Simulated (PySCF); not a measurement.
Sn(OH)(OMe)2(NH2), C₂H₉NO₃Sn, SMILES [OH][Sn]([O]C)([O]C)[NH2], GFN2-xTB optimised geometry.

```
16

C     -1.23    -1.48    -2.86
O     -1.18    -1.97    -1.54
Sn    -0.46    -0.96     0.00
N      1.56    -0.96     0.00
O     -1.16     0.86     0.00
O     -1.19    -1.74     1.63
C     -1.02    -3.08     2.03
H     -1.85    -2.19    -3.41
H     -0.25    -1.43    -3.32
H     -1.70    -0.49    -2.92
H      1.93    -0.97    -0.95
H      1.91    -0.10     0.43
H     -1.93     0.97     0.56
H     -1.47    -3.78     1.31
H     -1.54    -3.17     2.98
H      0.03    -3.33     2.17
```

Density from CAM-B3LYP/def2-TZVP, def2 effective core potentials past Kr run with PySCF 2.14.0 at that geometry. The core electrons that the potentials of Sn replace are not part of the density.

Minimum of the electron density along straight lines between bonded atoms, close to the bond critical point (lines longer than 1.1 times the sum of covalent radii, or with two minima, are not listed):

```json
[
 {"bond": "C1–O2", "length / Å": "1.405", "ρ at the minimum / e bohr⁻³": "0.263", "∇²ρ there / e bohr⁻⁵": "-0.59", "position (fraction from the first atom)": "0.36"},
 {"bond": "O2–Sn3", "length / Å": "1.981", "ρ at the minimum / e bohr⁻³": "0.118", "∇²ρ there / e bohr⁻⁵": "0.46", "position (fraction from the first atom)": "0.49"},
 {"bond": "Sn3–N4", "length / Å": "2.024", "ρ at the minimum / e bohr⁻³": "0.120", "∇²ρ there / e bohr⁻⁵": "0.32", "position (fraction from the first atom)": "0.51"},
 {"bond": "Sn3–O5", "length / Å": "1.946", "ρ at the minimum / e bohr⁻³": "0.127", "∇²ρ there / e bohr⁻⁵": "0.52", "position (fraction from the first atom)": "0.51"},
 {"bond": "Sn3–O6", "length / Å": "1.951", "ρ at the minimum / e bohr⁻³": "0.126", "∇²ρ there / e bohr⁻⁵": "0.51", "position (fraction from the first atom)": "0.51"},
 {"bond": "O6–C7", "length / Å": "1.410", "ρ at the minimum / e bohr⁻³": "0.259", "∇²ρ there / e bohr⁻⁵": "-0.56", "position (fraction from the first atom)": "0.64"},
 {"bond": "C1–H8", "length / Å": "1.091", "ρ at the minimum / e bohr⁻³": "0.286", "∇²ρ there / e bohr⁻⁵": "-1.02", "position (fraction from the first atom)": "0.65"},
 {"bond": "C1–H9", "length / Å": "1.093", "ρ at the minimum / e bohr⁻³": "0.284", "∇²ρ there / e bohr⁻⁵": "-1.00", "position (fraction from the first atom)": "0.64"},
 {"bond": "C1–H10", "length / Å": "1.092", "ρ at the minimum / e bohr⁻³": "0.285", "∇²ρ there / e bohr⁻⁵": "-1.01", "position (fraction from the first atom)": "0.65"},
 {"bond": "N4–H11", "length / Å": "1.016", "ρ at the minimum / e bohr⁻³": "0.331", "∇²ρ there / e bohr⁻⁵": "-1.57", "position (fraction from the first atom)": "0.73"},
 {"bond": "N4–H12", "length / Å": "1.016", "ρ at the minimum / e bohr⁻³": "0.331", "∇²ρ there / e bohr⁻⁵": "-1.58", "position (fraction from the first atom)": "0.74"},
 {"bond": "O5–H13", "length / Å": "0.959", "ρ at the minimum / e bohr⁻³": "0.357", "∇²ρ there / e bohr⁻⁵": "-2.41", "position (fraction from the first atom)": "0.81"},
 {"bond": "C7–H14", "length / Å": "1.090", "ρ at the minimum / e bohr⁻³": "0.287", "∇²ρ there / e bohr⁻⁵": "-1.02", "position (fraction from the first atom)": "0.65"},
 {"bond": "C7–H15", "length / Å": "1.091", "ρ at the minimum / e bohr⁻³": "0.286", "∇²ρ there / e bohr⁻⁵": "-1.02", "position (fraction from the first atom)": "0.65"},
 {"bond": "C7–H16", "length / Å": "1.090", "ρ at the minimum / e bohr⁻³": "0.286", "∇²ρ there / e bohr⁻⁵": "-1.02", "position (fraction from the first atom)": "0.65"}
]
```
